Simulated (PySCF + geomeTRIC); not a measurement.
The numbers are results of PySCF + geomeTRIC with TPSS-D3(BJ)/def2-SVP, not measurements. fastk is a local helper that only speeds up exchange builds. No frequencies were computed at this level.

```python
import json, numpy as np
from pyscf import gto, dft
from fastk import lowrank_exchange
atoms = """
Zn    -0.162786     0.137575    -0.210457
S     -1.458491     0.716121     1.559704
H     -1.629906     1.973406     1.184686
S      1.442143    -0.717087    -1.567124
H      0.626247    -0.997531    -2.570167
"""
def scf(charge, spin, dm0=None):
    mol = gto.M(atom=atoms, basis='def2-svp', ecp={}, charge=charge, spin=spin, verbose=3, max_memory=3360)
    mf = dft.KS(mol, xc='tpss').density_fit(auxbasis="def2-universal-jkfit")
    mf.disp = 'd3bj'
    mf.grids.level = 3
    mf.conv_tol = 1e-8
    mf.max_cycle = 120
    mf.level_shift = 0.25
    mf.kernel(dm0)
    if not mf.converged:
        mf = mf.newton().run(mf.mo_coeff, mf.mo_occ).undo_soscf()
    return mf
mf = scf(0, 0)
from pyscf.geomopt.geometric_solver import kernel as optimize
path = []
done, mol = optimize(mf, maxsteps=120, assert_convergence=False, callback=lambda env: path.append((env["energy"], bool(env["g_scanner"].converged))))
res = dict(converged=bool(done and path[-1][1]), energy=path[-1][0], path=[e for e, c in path], xyz=mol.atom_coords(unit="Angstrom").tolist(), nao=mol.nao)
json.dump(res, open("result.json", "w"))
```

Output:

```
converged SCF energy = -2576.5962345452
Geometry optimization cycle 1
converged SCF energy = -2576.59623454443
cycle 1: E = -2576.59623454  dE = -2576.6  norm(grad) = 0.0453946
Geometry optimization cycle 2
converged SCF energy = -2576.60050702591
cycle 2: E = -2576.60050703  dE = -0.00427248  norm(grad) = 0.01033
Geometry optimization cycle 3
converged SCF energy = -2576.60127558992
cycle 3: E = -2576.60127559  dE = -0.000768564  norm(grad) = 0.00641603
Geometry optimization cycle 4
converged SCF energy = -2576.60151689924
cycle 4: E = -2576.6015169  dE = -0.000241309  norm(grad) = 0.00491289
Geometry optimization cycle 5
converged SCF energy = -2576.60185805014
cycle 5: E = -2576.60185805  dE = -0.000341151  norm(grad) = 0.00171493
Geometry optimization cycle 6
converged SCF energy = -2576.60186552066
cycle 6: E = -2576.60186552  dE = -7.47052e-06  norm(grad) = 0.000643232
Geometry optimization cycle 7
converged SCF energy = -2576.60186772324
cycle 7: E = -2576.60186772  dE = -2.20257e-06  norm(grad) = 0.000289872
Geometry optimization cycle 8
converged SCF energy = -2576.60186847803
cycle 8: E = -2576.60186848  dE = -7.54793e-07  norm(grad) = 0.000659644
Geometry optimization cycle 9
converged SCF energy = -2576.60186765345
cycle 9: E = -2576.60186765  dE = 8.2458e-07  norm(grad) = 0.000808788
Geometry optimization cycle 10
converged SCF energy = -2576.60186724704
cycle 10: E = -2576.60186725  dE = 4.06411e-07  norm(grad) = 0.000473046
Geometry optimization cycle 11
converged SCF energy = -2576.60186715571
cycle 11: E = -2576.60186716  dE = 9.13296e-08  norm(grad) = 0.000113434
Geometry optimization cycle 12
converged SCF energy = -2576.60186635571
cycle 12: E = -2576.60186636  dE = 8.00003e-07  norm(grad) = 0.000287135
Geometry optimization cycle 13
converged SCF energy = -2576.60186538965
cycle 13: E = -2576.60186539  dE = 9.66058e-07  norm(grad) = 0.000417791
<class 'geometric.internal.Distance'> : 4
<class 'geometric.internal.Angle'> : 2
<class 'geometric.internal.LinearAngle'> : 2
<class 'geometric.internal.Dihedral'> : 1
<class 'geometric.internal.TranslationX'> : 1
<class 'geometric.internal.TranslationY'> : 1
<class 'geometric.internal.TranslationZ'> : 1
<class 'geometric.internal.RotationA'> : 1
<class 'geometric.internal.RotationB'> : 1
<class 'geometric.internal.RotationC'> : 1
Step    0 : Gradient = 2.030e-02/2.537e-02 (rms/max) Energy = -2576.5962345444
Step    1 : Displace = 6.837e-02/8.305e-02 (rms/max) Trust = 1.000e-01 (=) Grad = 4.620e-03/6.351e-03 (rms/max) E (change) = -2576.6005070259 (-4.272e-03) Quality = 1.267
Step    2 : Displace = 5.364e-02/6.858e-02 (rms/max) Trust = 1.414e-01 (+) Grad = 2.869e-03/3.606e-03 (rms/max) E (change) = -2576.6012755899 (-7.686e-04) Quality = 1.128
Step    3 : Displace = 2.213e-02/3.278e-02 (rms/max) Trust = 2.000e-01 (+) Grad = 2.197e-03/2.963e-03 (rms/max) E (change) = -2576.6015168992 (-2.413e-04) Quality = 1.732
Step    4 : Displace = 6.029e-02/9.125e-02 (rms/max) Trust = 2.828e-01 (+) Grad = 7.669e-04/1.049e-03 (rms/max) E (change) = -2576.6018580501 (-3.412e-04) Quality = 1.038
Step    5 : Displace = 4.960e-03/5.893e-03 (rms/max) Trust = 3.000e-01 (+) Grad = 2.877e-04/3.941e-04 (rms/max) E (change) = -2576.6018655207 (-7.471e-06) Quality = 1.115
Step    6 : Displace = 5.249e-03/5.938e-03 (rms/max) Trust = 3.000e-01 (=) Grad = 1.296e-04/1.603e-04 (rms/max) E (change) = -2576.6018677232 (-2.203e-06) Quality = 0.741
Step    7 : Displace = 6.865e-03/8.018e-03 (rms/max) Trust = 3.000e-01 (=) Grad = 2.950e-04/3.706e-04 (rms/max) E (change) = -2576.6018684780 (-7.548e-07) Quality = 0.358
Step    8 : Displace = 1.311e-02/1.585e-02 (rms/max) Trust = 3.000e-01 (=) Grad = 3.617e-04/4.624e-04 (rms/max) E (change) = -2576.6018676534 (+8.246e-07) Quality = -0.250
Step    9 : Displace = 6.609e-03/8.446e-03 (rms/max) Trust = 6.556e-03 (-) Grad = 2.116e-04/2.596e-04 (rms/max) E (change) = -2576.6018672470 (+4.064e-07) Quality = -0.207
Step   10 : Displace = 3.088e-03/4.457e-03 (rms/max) Trust = 3.278e-03 (-) Grad = 5.073e-05/5.935e-05 (rms/max) E (change) = -2576.6018671557 (+9.133e-08) Quality = -0.058
Step   11 : Displace = 1.496e-03/2.223e-03 (rms/max) Trust = 1.544e-03 (-) Grad = 1.284e-04/1.852e-04 (rms/max) E (change) = -2576.6018663557 (+8.000e-07) Quality = -0.974
Step   12 : Displace = 7.658e-04/1.235e-03 (rms/max) Trust = 7.480e-04 (-) Grad = 1.868e-04/2.681e-04 (rms/max) E (change) = -2576.6018653896 (+9.661e-07) Quality = -0.631
Converged! =D
```

Cost: about 120 core-seconds (a rough figure).
